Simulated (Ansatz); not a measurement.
Reaction (formal exchange of groups at the Se–Ge bond): `C[O][Ge]([F])([F])[SeH]` + `CBO` → `CB(O)[SeH]` + `C[O][GeH]([F])[F]`

Isolated molecules relaxed with PBE0-D4/def2-TZVP in Ansatz; ΔE leaves out vibrations. CCSD(T)/CBS is the MP2 limit (def2-TZVPP, def2-QZVPP) plus CCSD(T) − MP2 in def2-TZVPP, frozen cores. DFT in def2-TZVPP. For Ge, Se outer-core shells are correlated without core-valence functions, which leaves a few kJ/mol of doubt a bond. Scalar relativity is left out up to krypton. One conformer a species, not always the lowest.

```json
{"level": "ωB97M-V", "ΔE (eV)": "-0.06"}
{"level": "HF/def2-TZVPP", "ΔE (eV)": "-0.04"}
{"level": "MP2/def2-TZVPP", "ΔE (eV)": "-0.11"}
{"level": "MP2/CBS(def2)", "ΔE (eV)": "-0.11"}
```

**Question.** What does CCSD(T)/CBS give? (Best estimate.)

**Answer.** Ansatz gave: -0.10 eV. The listed levels differ from it by 0.04, 0.06, -0.01, -0.01 eV.

Largest T1 diagnostic among the species: 0.012.

In def2-TZVPP, CCSD(T) changes the Hartree–Fock value by −0.06 eV (the triples alone add −0.01 eV) and MP2 by −0.07 eV.
